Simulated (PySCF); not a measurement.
# How the method moves the HOMO and LUMO of `FB(F)F`

Species: BF3.
Geometry (PBE0-D3(BJ)/def2-SVP, Å), atoms numbered from 1 in this order:
```xyz
4
BF3 angstrom
F      1.1776   -0.6392    0.0713
B      0.0262   -0.0202   -0.0191
F     -1.0850   -0.7112   -0.0929
F     -0.0150    1.2896   -0.0354
```

Basis pcSseg-2 throughout (PySCF), one geometry. Geometry: PBE0-D3(BJ)/def2-SVP; no solvent, vibrations or thermal averaging.

How do the orbital energies and the gap change with the method?

| method | kind | HOMO (eV) | LUMO (eV) | gap (eV) | SCF cycles |
| --- | --- | --- | --- | --- | --- |
| OPBE | GGA | -10.01 | -0.10 | 9.91 | 13 |
| BLYP | GGA | -10.01 | -0.37 | 9.64 | 13 |
| PBE | GGA | -10.06 | -0.40 | 9.65 | 12 |
| B97-D | GGA | -10.14 | -0.19 | 9.95 | 13 |
| BP86 | GGA | -10.17 | -0.44 | 9.73 | 12 |
| KT2 | GGA | -10.27 | -0.41 | 9.86 | 13 |
| KT3 | GGA | -10.30 | -0.52 | 9.78 | 13 |
| LDA | LDA | -10.31 | -0.79 | 9.51 | 12 |
| B97-2 | global hybrid | -11.92 | 0.62 | 12.54 | 12 |
| B3LYP | global hybrid | -11.95 | 0.14 | 12.09 | 11 |
| PBE0 | global hybrid | -12.27 | 0.56 | 12.83 | 11 |
| mPW1PW91 | global hybrid | -12.31 | 0.58 | 12.90 | 11 |
| CAM-B3LYP | range-separated hybrid | -13.88 | 1.20 | 15.07 | 11 |
| wB97X-D | range-separated hybrid | -14.21 | 2.51 | 16.72 | 12 |
| BHandHLYP | global hybrid | -14.48 | 1.05 | 15.53 | 11 |
| LC-wPBE | range-separated hybrid | -15.12 | 2.58 | 17.71 | 12 |
| HF | Hartree–Fock | -18.05 | 3.01 | 21.07 | 9 |

The HOMO spans 8.04 eV, from OPBE down to HF, and the gap runs from 9.51 eV (LDA) to 21.07 eV (HF). Over the methods OPBE (0 %), BLYP (0 %), PBE (0 %), B97-D (0 %), BP86 (0 %), KT2 (0 %), KT3 (0 %), LDA (0 %), B97-2 (21 %), B3LYP (20 %), PBE0 (25 %), mPW1PW91 (25 %), BHandHLYP (50 %), HF (100 %), a straight line through the gap against the share of exact exchange rises by 1.14 eV for each 10 % (correlation coefficient 0.999). The dipole is below 0.03 D at every level.
